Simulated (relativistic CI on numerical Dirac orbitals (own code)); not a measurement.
# Mn3+: resonant inelastic scattering at the M2,3 edge

Computed with this model: Dirac-Coulomb-Breit CI, orbitals from a KLI potential per configuration, QED by a radiative potential, valence Slater integrals scaled by 0.9, Kramers-Heisenberg scattering through one core-hole configuration in a parametric crystal field; configurations [Ar] 3d4 → [Ne] 3s2 3p5 3d5; 10 K; core-hole width 1.2 eV; summed over polarisations. Incident energies are the highest absorption maxima for each field (at most a few, so the weaker spin-orbit partner edge can be absent), on the computed scale of the free ion. Intensities are in per cent of the strongest line above 0.02 eV; levels within 1 cm⁻¹ are merged; final levels count from the ground level, the first row holds all elastic scattering, lines under 0.4 are left out and each table stops after 24 rows. The scale of the Slater integrals is a model choice and moves the terms in proportion.

Field parameters in Wybourne normalisation: D4h B²₀ = −7Ds, B⁴₀ = 21(Dq − Dt), B⁴₄ = 21√(5/14) Dq; Oh B⁴₀ = 21Dq, B⁴₄ = √(5/14) B⁴₀; Td as Oh with Dq negative (B⁴₀ = 21Dq, B⁴₄ = √(5/14) B⁴₀). The field is a parameter set, without covalency.

S is read from ⟨S²⟩ = S(S + 1).

D4h, 10Dq = 28200, Ds = 390, Dt = 540 cm⁻¹:

```tsv
Final level (eV)	Degeneracy	Irrep	S	54.2 eV	56.3 eV	66.9 eV
0.000	1	A1	1.98	75.2	294.3	163.2
0.000	1	A2	1.98	0.3	0.1	11.1
0.005	2	E	1.99	0.2	6.2	0.0
0.007	1	B1	1.99	0.0	0.1	0.5
0.156	1	A1	1.03	0.1	0.5	0.3
0.345	1	A2	1.03	0.3	1.5	1.1
0.347	1	A1	1.03	0.3	1.9	1.3
0.371	1	B2	1.04	0.1	1.4	1.3
0.374	1	B1	1.05	0.1	2.0	1.8
0.543	2	B1+B2	1.97	2.0	57.1	56.7
0.544	2	E	1.98	0.3	2.9	6.1
2.770	2	E	1.00	0.0	0.5	0.1
2.931	2	E	1.01	0.0	0.2	1.1
3.298	2	E	1.97	0.7	8.5	100.0
3.299	2	E	1.72	0.5	4.0	71.7
3.301	1	B1	1.71	0.0	0.1	2.0
3.307	1	A2	1.99	0.0	0.1	3.6
3.310	1	A1	1.99	0.0	0.1	3.8
3.318	2	E	1.98	0.2	1.2	21.5
3.321	1	B2	1.98	0.0	0.1	2.9
3.387	1	B1	1.39	0.0	0.0	1.0
3.389	2	E	1.40	0.4	1.9	27.9
3.465	1	A2	1.68	0.5	6.9	86.0
3.467	1		1.69	0.4	5.1	68.0
```

Oh, 10Dq = 7250 cm⁻¹:

```
Final level (eV)  Degeneracy  Irrep     S  55.7 eV  65.2 eV
           0.000           1     A1  2.00    291.7    103.7
           0.002           3     T1  2.00     10.3     16.8
           0.003           2      E  2.00      5.8     51.8
           0.004           3     T2  2.00      2.9     19.4
           0.006           1     A2  2.00      0.2      3.1
           0.883           3     T2  2.00     16.1     42.8
           0.884           3     T1  2.00     32.2     61.9
           0.884           1     A1  2.00     10.6     24.8
           0.914           3     T1  2.00     51.1    100.0
           0.915           2      E  2.00     17.8     37.7
           0.934           3     T2  2.00      5.9     39.1
           7.873           3         1.00      0.0      0.4
```

Td, 10Dq = -8100 cm⁻¹:

| Final level (eV) | Degeneracy | Irrep | S | 55.5 eV | 64.9 eV |
| --- | --- | --- | --- | --- | --- |
| 0.000 | 1 | A1 | 2.00 | 140.3 | 61.9 |
| 0.003 | 3 | T1 | 2.00 | 46.5 | 42.6 |
| 0.005 | 3 | T2 | 2.00 | 8.9 | 28.2 |
| 0.034 | 2 | E | 2.00 | 3.9 | 25.0 |
| 0.036 | 3 | T1 | 2.00 | 12.6 | 18.8 |
| 0.056 | 3 | T2 | 2.00 | 0.6 | 21.7 |
| 1.030 | 1 | A2 | 2.00 | 0.1 | 0.8 |
| 1.030 | 3 | T2 | 2.00 | 4.7 | 31.7 |
| 1.031 | 6 |  | 2.00 | 23.9 | 100.0 |
| 3.158 | 3 | T1 | 1.00 | 0.0 | 0.5 |

For the first field the strongest loss at the lowest incident energy is the level at 0.54 eV (S = 1.97, against 1.98 in the thermal ground state).
